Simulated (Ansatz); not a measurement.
Problem. Name a neutral molecule of N, Si, Sn and H with HOMO–LUMO gap (PBE0/def2-TZVPP) between 6.65 and 6.95 eV and HOMO–LUMO gap (PBE/def2-TZVPP) between 4.50 and 4.80 eV (Ansatz, PBE0-D4/def2-TZVP geometry).

Solution. `[SiH3][NH][SnH3]` (6.71 eV, 4.58 eV). Other molecules can fit too; these were computed, each in one conformer that needn't be the lowest.
